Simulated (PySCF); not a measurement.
SMILES c1csc([SiH2]O)c1 (C₄H₆OSSi), GFN2-xTB optimised geometry.

```
13

O     -0.79    -3.01    -0.19
Si    -1.60    -1.62     0.03
C     -0.41    -0.17     0.00
C      0.96    -0.17     0.00
C      1.53     1.12     0.00
C      0.59     2.10     0.00
S     -1.00     1.46     0.00
H     -0.23    -3.16    -0.94
H     -2.17    -1.82     1.36
H     -2.59    -1.41    -1.02
H      1.54    -1.07     0.00
H      2.59     1.31     0.00
H      0.74     3.16     0.00
```

Density from PBE0/def2-TZVP in PySCF at that geometry.

Minimum of the electron density along straight lines between bonded atoms, close to the bond critical point (lines longer than 1.1 times the sum of covalent radii, or with two minima, are not listed):

```csv
bond,length / Å,ρ at the minimum / e bohr⁻³,∇²ρ there / e bohr⁻⁵,position (fraction from the first atom)
O1–Si2,1.625,0.143,0.93,0.59
Si2–C3,1.878,___,0.22,0.39
C3–C4,1.365,0.328,-0.95,0.51
C4–C5,1.411,0.305,-0.87,0.50
C5–C6,1.357,0.334,-0.99,0.49
C3–S7,1.735,0.209,-0.40,0.47
C6–S7,1.718,0.217,___,0.48
O1–H8,0.953,0.362,___,0.81
Si2–H9,1.456,0.129,0.19,0.49
Si2–H10,1.465,0.127,0.17,0.49
C4–H11,1.076,0.289,-1.04,0.65
C5–H12,1.076,0.288,-1.04,0.65
C6–H13,1.072,0.291,-1.06,0.65
```

### Question
What belongs in the gaps?

### Answer

- Si2–C3, ρ at the minimum / e bohr⁻³: 0.118
- C6–S7, ∇²ρ there / e bohr⁻⁵: -0.45
- O1–H8, ∇²ρ there / e bohr⁻⁵: -2.51
